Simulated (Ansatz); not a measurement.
Input for Ansatz (an electronic-structure program): SC-NEVPT2 on CASSCF(10,8)/cc-pVDZ on As2, a point of a bond scan (R = 2.104 Å).

Ansatz 0.2 input:
```yaml
crystal:
  periodic: [false, false, false]
  atoms:
    - {symbol: As, position_ang: [-0.00000000, -0.00000000, -1.05206769]}
    - {symbol: As, position_ang: [0.00000000, 0.00000000, 1.05206769]}
basis:
  gaussian:
    orbitals: cc-pVDZ
    pivot_positions_ang: [[-0.00000000, -0.00000000, -1.05206769], [0.00000000, 0.00000000, 1.05206769]]
magnetization: {spin_polarized: false}
correlation: {method: sc_nevpt2, electrons: outside_noble_gas, active_space: {window: {electrons: 10, orbitals: 8}}}
output: {orbitals: {seedname: ./end}}
```

Output:

```
WARN ansatz: RAYON_NUM_THREADS=1 ignored (pool sized by the plan → 1); use --threads N
Functional definition: HF
integrals: 0.01 GiB planned
680 factors; integrals over basis functions are off by at most 2.8e-4 eV
mean field: 0.14 GiB planned
mean field evaluation 1: about -121589.7576 eV, gradient 5.1e0 eV
mean field evaluation 2: about -121589.7584 eV, gradient 5.1e0 eV
mean field evaluation 4: about -121589.9174 eV, gradient 2.4e-1 eV
mean field evaluation 8: about -121589.9185 eV, gradient 1.4e-6 eV
mean field -121589.91851829 eV, -4468.3470889401 hartree, gradient 5.2e-6 eV, S^2 0.000000; 0 other end points of the search recorded, 0 dependent functions left out; unrestricted orbitals would lower it
reference -121589.91851829 eV, -4468.3470889401 hartree; 33, 33 occupied and 21, 21 virtual orbitals, 680 factors
configuration interaction: 0.16 GiB planned
configuration interaction: 0.00 GiB planned
state -121592.48142763 eV, -4468.4412741212 hartree
state -121592.48142763 eV, -4468.4412741212 hartree; corrected -121595.60979927 eV, -4468.5562396586 hartree
Total energy: -121595.60979927 eV, -4468.5562396586 hartree
```

Self-consistency was reached.

Cost: around 2.8 core-seconds (rough).
